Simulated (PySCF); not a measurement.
[HgCl2]-: from structure and modes to constants

All numbers come from UPBE0/[Hg def2-SVPD with ECP60, Cl def2-SVPD], scalar-relativistic core potentials, density fitting, no spin–orbit coupling, PySCF.

The doublet minimum has C2v symmetry. Masses (u): Hg 201.97063, Cl 34.96885.

```xyz
3
charge -1 multiplicity 2, angstrom
Hg   -0.1654    0.0000    0.0000
Cl    0.6127    0.0000    2.5170
Cl    0.6127    0.0000   -2.5170
```

Harmonic wavenumbers (cm⁻¹): 31.3 (a1, ×1), 195.3 (a1, ×1), 198.2 (b2, ×1).

Question: Find the vibrational entropy and heat capacity at 298.15 K.

Answer: With u = 1.43878 ω/T, each mode gives S = R[u/(eᵘ−1) − ln(1−e⁻ᵘ)] and C = R u² eᵘ/(eᵘ−1)².
```csv
ω (cm⁻¹),u,S (J/(mol K)),C (J/(mol K))
31.3,0.151,24.03,8.30
195.3,0.942,9.11,7.73
198.2,0.956,8.99,7.71
```
The sums over all modes are S = 42.1 and C = 23.7 J/(mol K); the softest mode gives 57 % of the entropy.

Question: Give the standard entropy (298.15 K, 1 bar) by its translational, rotational, vibrational and spin parts, and Cp.

Answer: Sackur–Tetrode with M = 271.91 u gives 178.8; rotation with symmetry number 2 gives 108.0; vibration 42.1; spin R ln 2 = 5.8. The total is 334.7 J/(mol K), and Cp = 4 R + 23.7 = 57.0 J/(mol K).

Other isomers or separated fragments may lie lower. The lowest empty level of this anion is unbound, so it and the gap depend on the basis. Spin–orbit coupling, left out here, can matter for elements this heavy.
